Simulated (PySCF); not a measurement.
# Multinuclear NMR of C3H12O2Si2

Atoms are numbered as in `[CH3:1][CH2:2][CH2:3][O:4][SiH2:5][O:6][SiH3:7]`. Hydrogens are named by the atom that carries them.

- σ from GIAO-PBE0/pcSseg-1
- structure optimised with GFN2-xTB
- program: PySCF 2.14
- no relativistic terms, in vacuum, a single conformation, averaged over atoms made equivalent by symmetry, fast rotation or ring inversion

(1) What are the ²⁹Si shifts?

(2) Where does ¹⁷O resonate?

## Answers

(1) 
```csv
atoms,environment,σ (ppm),δ (ppm)
Si5,"silicon bonded to 2 O, 2 H",391.9,-42.2
Si7,"silicon bonded to O, 3 H",395.1,-44.8
```

Shieldings were converted by a linear fit to measured shifts: ²⁹Si (scatter 8.9 ppm rms, 25.8 ppm with the 6 outliers that the fit left out vs TMS, solution or neat liquid). Occasional misses reach two or three times the rms, and more in compound classes unlike the fitted ones.

On a 600 MHz spectrometer ²⁹Si resonates near 119.2 MHz, so 1 ppm is 119.2 Hz.

(2) 
```json
{"atoms": "O4", "environment": "oxygen bonded to C, Si", "σ (ppm)": "298.4", "δ (ppm)": "-5.2"}
{"atoms": "O6", "environment": "oxygen bonded to 2 Si", "σ (ppm)": "307.1", "δ (ppm)": "-13.0"}
```

Shieldings were converted by a linear fit to measured shifts: ¹⁷O (scatter 10.7 ppm rms, 12.2 ppm with the 3 outliers that the fit left out vs liquid water, solution or neat liquid). A few per cent of atoms miss by over 2 rms, more outside the fitted compound classes.

On a 300 MHz spectrometer ¹⁷O resonates near 40.7 MHz, so 1 ppm is 40.7 Hz.
